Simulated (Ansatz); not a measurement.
One change: `N#Cc1ccccn1` becomes `Cc1ccccn1`.

Ansatz, PBE0-D4/def2-TZVP geometries, multiplicity 1. 

| property | `N#Cc1ccccn1` |
| --- | --- |
| LUMO energy (B3LYP/def2-TZVPP) / eV | -2.16 |
| ideal-gas entropy at 298 K and 1 bar (rigid rotor, harmonic PBE0-D4/def2-TZVP) / J/(mol·K) | 327 |
| HOMO energy (B3LYP/def2-TZVPP) / eV | -7.97 |
| HOMO–LUMO gap (B3LYP/def2-TZVPP) / eV | 5.81 |
| size of the dipole moment (PBE/def2-TZVPP) / D | 5.65 |
| LUMO energy (ωB97M-V/def2-TZVPP) / eV | 0.09 |

Give the same properties after the change, and the shifts. (Estimate.)

The calculation gave: 
| property | `Cc1ccccn1` | shift |
| --- | --- | --- |
| LUMO energy (B3LYP/def2-TZVPP) / eV | -0.94 | 1.22 |
| ideal-gas entropy at 298 K and 1 bar (rigid rotor, harmonic PBE0-D4/def2-TZVP) / J/(mol·K) | 327 | 0 |
| HOMO energy (B3LYP/def2-TZVPP) / eV | -7.04 | 0.93 |
| HOMO–LUMO gap (B3LYP/def2-TZVPP) / eV | 6.11 | 0.30 |
| size of the dipole moment (PBE/def2-TZVPP) / D | 1.76 | -3.89 |
| LUMO energy (ωB97M-V/def2-TZVPP) / eV | 1.33 | 1.24 |

With PBE0 the HOMO rises by 0.90 eV and the LUMO rises by 1.25 eV, so the gap widens by about 0.35 eV. PBE moves the HOMO by 0.95 eV and ωB97M-V by 0.83 eV. The zero-point energy changes by 75.5 kJ/mol with +6 modes. Dipoles are sizes alone; their direction can turn.

B3LYP here is the variant with VWN-RPA as its local correlation; programs differ in this.
